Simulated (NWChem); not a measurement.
System: CH₄BClFN; SMILES CNB(F)Cl

Excerpt of the output:

```
             Northwest Computational Chemistry Package (NWChem) 7.3.0
             --------------------------------------------------------

                             Geometry "geometry" -> ""
                             -------------------------

 Output coordinates in angstroms (scale by  1.889725989 to convert to a.u.)

  No.       Tag          Charge          X              Y              Z
 ---- ---------------- ---------- -------------- -------------- --------------
    1 B                    5.0000     0.22453800    -0.10780200     0.00000000
    2 Cl                  17.0000    -0.31984300    -1.79393300     0.00000000
    3 F                    9.0000     1.53328500     0.13029300     0.00000000
    4 N                    7.0000    -0.69505600     0.93567600     0.00000000
    5 C                    6.0000    -0.37512200     2.34235700     0.00000000
    6 H                    1.0000    -1.68066500     0.70481000     0.00000000
    7 H                    1.0000    -0.77392100     2.85400900     0.89193000
    8 H                    1.0000    -0.77392100     2.85400900    -0.89193000
    9 H                    1.0000     0.71549100     2.46779000     0.00000000

 Effective nuclear repulsion energy (a.u.)     207.8449713192

  pbe96 is a nonlocal functional; adding pw91lda local functional.
                              NWChem Property Module
                              ----------------------

  itol2e modified to match energy
  convergence criterion.

                                 NWChem DFT Module
                                 -----------------

 Summary of "ao basis" -> "ao basis" (spherical)
 ------------------------------------------------------------------------------
       Tag                 Description            Shells   Functions and Types
 ---------------- ------------------------------  ------  ---------------------
 B                          def2-svp                 6       14   3s2p1d
 Cl                         def2-svp                 8       18   4s3p1d
 F                          def2-svp                 6       14   3s2p1d
 N                          def2-svp                 6       14   3s2p1d
 C                          def2-svp                 6       14   3s2p1d
 H                          def2-svp                 3        5   2s1p

  itol2e modified to match energy
  convergence criterion.

[...]

          -----------------------
          Electric field gradient
          -----------------------

 1 a.u. = 0.324123 10**(16) esu/cm**3  ( or statvolts/cm**2 ) = 0.97174 10**(22) v/m**2

 ------------------------------------------------------------
   Atom      X         Y         Z
 ------------------------------------------------------------
    1 B    0.42432  -0.20372   0.00000
 ------------------------------------------------------------

 Electric field gradient in molecular frame (a.u.)
         XX             YY             ZZ             XY             XZ             YZ
 ------------------------------------------------------------------------------------------
        0.077151       0.098745      -0.175896      -0.081174       0.000000       0.000000

 Principal components (a.u.) and orientation
 of principal axis w.r.t. absolute frame                      Asymmetry parameter eta
 --------------------------------------------------------------------------------------
       -0.175896       0.169837       0.006059                       0.931101

       -0.000000      -0.658844       0.752279
       -0.000000       0.752279       0.658844
        1.000000      -0.000000       0.000000

 ------------------------------------------------------------
   Atom      X         Y         Z
 ------------------------------------------------------------
    2 Cl  -0.60442  -3.39004   0.00000
 ------------------------------------------------------------

 Electric field gradient in molecular frame (a.u.)
         XX             YY             ZZ             XY             XZ             YZ
 ------------------------------------------------------------------------------------------
        0.988045      -1.755412       0.767368      -0.974527       0.000000      -0.000000

 Principal components (a.u.) and orientation
 of principal axis w.r.t. absolute frame                      Asymmetry parameter eta
 --------------------------------------------------------------------------------------
       -2.066343       1.298976       0.767368                       0.257270

        0.303962       0.952684      -0.000000
        0.952684      -0.303962       0.000000
       -0.000000       0.000000       1.000000

 ------------------------------------------------------------
   Atom      X         Y         Z
 ------------------------------------------------------------
    3 F    2.89749   0.24622   0.00000
 ------------------------------------------------------------

 Electric field gradient in molecular frame (a.u.)
         XX             YY             ZZ             XY             XZ             YZ
 ------------------------------------------------------------------------------------------
       -1.230149       0.875500       0.354649      -0.430720       0.000000      -0.000000

 Principal components (a.u.) and orientation
 of principal axis w.r.t. absolute frame                      Asymmetry parameter eta
 --------------------------------------------------------------------------------------
       -1.314848       0.960199       0.354649                       0.460547

        0.981209      -0.192949       0.000000
        0.192949       0.981209       0.000000
       -0.000000      -0.000000       1.000000

 ------------------------------------------------------------
   Atom      X         Y         Z
 ------------------------------------------------------------
    4 N   -1.31347   1.76817   0.00000
 ------------------------------------------------------------

[...]
```

Level: PBE/def2-SVP. Geometry: optimised at PBE0/def2-SVP. NWChem prints the field gradient with the sign opposite to the second derivative of the potential.

Q: Which NWChem input produces such a log?

A: One answer among several that fit: the input that was run:
```
start job
memory heap 200 mb stack 900 mb global 1100 mb
geometry units angstroms noautosym nocenter noautoz
  B      0.224538    -0.107802     0.000000
  Cl    -0.319843    -1.793933     0.000000
  F      1.533285     0.130293     0.000000
  N     -0.695056     0.935676     0.000000
  C     -0.375122     2.342357     0.000000
  H     -1.680665     0.704810     0.000000
  H     -0.773921     2.854009     0.891930
  H     -0.773921     2.854009    -0.891930
  H      0.715491     2.467790     0.000000
end
basis spherical
  * library def2-svp
end
dft
  xc xpbe96 cpbe96
  iterations 150
end
property
  efieldgrad
end
task dft property
```
